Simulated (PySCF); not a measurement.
H5Cl3Ge2Si, SMILES [Cl][Ge]([Cl])([Cl])[SiH2][GeH3], PBE0/def2-SVP optimised geometry.

```
11

Ge    -0.67    -2.47     1.64
Si    -1.59    -0.27     1.82
Ge    -0.76     1.02     0.00
Cl     1.40     1.02     0.00
Cl    -1.40     3.07     0.00
Cl    -1.38     0.16    -1.88
H     -1.08    -3.07     0.29
H      0.86    -2.39     1.75
H     -1.23    -3.34     2.79
H     -3.08    -0.26     1.71
H     -1.15     0.43     3.07
```

Density from PBE0/def2-TZVP run with PySCF at that geometry.

Minimum of the electron density along straight lines between bonded atoms, close to the bond critical point (lines longer than 1.1 times the sum of covalent radii, or with two minima, are not listed):

| bond | length / Å | ρ at the minimum / e bohr⁻³ | ∇²ρ there / e bohr⁻⁵ | position (fraction from the first atom) |
|---|---|---|---|---|
| Ge1–Si2 | 2.386 | 0.089 | -0.12 | 0.51 |
| Si2–Ge3 | 2.382 | 0.087 | -0.12 | 0.37 |
| Ge3–Cl4 | 2.157 | 0.105 | 0.16 | 0.43 |
| Ge3–Cl5 | 2.153 | 0.106 | 0.16 | 0.43 |
| Ge3–Cl6 | 2.156 | 0.105 | 0.16 | 0.43 |
| Ge1–H7 | 1.536 | 0.133 | 0.05 | 0.59 |
| Ge1–H8 | 1.536 | 0.133 | 0.05 | 0.59 |
| Ge1–H9 | 1.538 | 0.132 | 0.05 | 0.59 |
| Si2–H10 | 1.493 | 0.119 | 0.15 | 0.49 |
| Si2–H11 | 1.493 | 0.119 | 0.15 | 0.49 |
